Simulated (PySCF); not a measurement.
(Z)-2,3-difluorobut-2-ene (C₄H₆F₂), SMILES C/C(F)=C(\C)F.

The structure is a stationary point at B3LYP-D3(BJ)/def2-SVP.

The numbers are results of B3LYP-D3(BJ)/def2-SVP in PySCF, not measurements.

Harmonic, unscaled wavenumbers; measured fundamentals usually lie a few per cent lower.

Computed normal modes with their intensities:
```
mode  ν (cm⁻¹)  IR (km/mol)  moving atoms (share of kinetic energy)
----  --------  -----------  --------------------------------------
1          159          0.0                  H 52 %, F 26 %, C 22 %
2          160          0.6                                  H 96 %
3          188          0.0                   H 65 %, F 27 %, C 9 %
4          249          0.8                  F 50 %, C 36 %, H 15 %
5          340          0.6                  C 62 %, H 24 %, F 14 %
6          365          1.6                  F 49 %, C 29 %, H 22 %
7          414          0.9                  F 41 %, H 30 %, C 29 %
8          557         13.5                  C 57 %, F 31 %, H 12 %
9          560          0.0                          C 77 %, H 16 %
10         728         17.4                  C 50 %, F 31 %, H 18 %
11         956         19.5                  H 43 %, F 30 %, C 27 %
12         997          6.9                          H 69 %, C 25 %
13        1047          3.9                          H 67 %, C 32 %
14        1053          0.0                          H 65 %, C 35 %
15        1161         97.4                          C 64 %, H 30 %
16        1257        143.5                  C 65 %, F 20 %, H 14 %
17        1297         42.9                          C 68 %, H 25 %
18        1410          2.6                          H 56 %, C 44 %
19        1414         35.1                          H 70 %, C 29 %
20        1439          0.0                                  H 97 %
21        1442         13.0                                  H 97 %
22        1459          0.1                                  H 96 %
23        1460         13.4                                  H 95 %
24        1821         15.7                                  C 96 %
25        3028         34.3                                  H 97 %
26        3030          5.3                                  H 97 %
27        3091          0.0                           H 91 %, C 9 %
28        3091         19.6                           H 91 %, C 9 %
29        3154         10.4                           H 91 %, C 9 %
30        3166          8.9                           H 91 %, C 9 %
```
